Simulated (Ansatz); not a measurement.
Consider the homolysis of the Al–B bond: `O[BH][AlH][F]` → `[F][AlH]`• + `[BH]O`•.

Calculated with Ansatz (gas phase, PBE0-D4/def2-TZVP geometries, no zero-point term in ΔE). CCSD(T)/CBS is the MP2 limit (def2-TZVPP, def2-QZVPP) plus CCSD(T) − MP2 in def2-TZVPP, frozen cores. This one scheme is used for every species. Open shells (•) are unrestricted, without spin–orbit coupling. One conformer a species, not always the lowest.

`O[BH][AlH][F]`:

```xyz
7

O    -0.157    0.149   -1.712
B    -0.576    0.285   -0.430
Al    0.697   -0.458    1.131
F     1.447    0.666    2.094
H    -0.769    0.507   -2.362
H    -1.645    0.818   -0.239
H     1.003   -1.967    1.519
```

`[F][AlH]`•:

```xyz
3

F     0.814    1.015    0.567
Al    0.376   -0.425   -0.124
H    -1.190   -0.591   -0.443
```

`[BH]O`•:

```xyz
4

B    -0.072   -0.523    0.312
O     0.141    0.638   -0.307
H    -0.851   -1.324   -0.128
H     0.783    1.210    0.123
```

```csv
species,CCSD/def2-TZVPP energy (Eh)
`O[BH][AlH][F]`,-443.53355
`[F][AlH]`•,-342.34923
`[BH]O`•,-101.06732
```

(1) Work out ΔE.

Largest T1 diagnostic among the species: 0.016.

Answers

(1) ΔE = (-342.34923) + (-101.06732) − (-443.53355) = 0.11700 Eh = +3.18 eV. CCSD(T)/CBS gives +3.31 eV.

In def2-TZVPP, CCSD(T) changes the Hartree–Fock value by +0.95 eV (the triples alone add +0.05 eV) and MP2 by +0.89 eV; breaking electron pairs costs correlation energy, which Hartree–Fock lacks. Leaving LDA and LC-ωPBE aside and taking each functional with its dispersion term where it has one, the values, not all of them listed here, spread over 0.39 eV, from r2SCAN-D4 to ωB97M-V. LDA lies +0.42 eV from PBE without D4, its usual overbinding.
